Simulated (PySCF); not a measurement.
CHO2, SMILES [OH+]=C=O, charge +1.

Geometry optimised at PBE0-D3(BJ)/def2-TZVP. The isomer is the one that the SMILES or the coordinates give; other isomers of the formula were not compared.

Computed with PySCF with SMD-B3LYP/def2-SVP.

Solvation free energies are E(SMD) − E(gas) at the gas-phase geometry, for 1 M in both phases.

Estimate the solvation free energies in water, N,N-dimethylformamide, benzene. (Estimate from the structure and the level; the computed values follow.)


```csv
solvent,ΔG(solv) (kcal/mol),its non-electrostatic (CDS) part
water,-81.8,5.7
"N,N-dimethylformamide",-67.7,0.4
benzene,-37.6,0.5
```
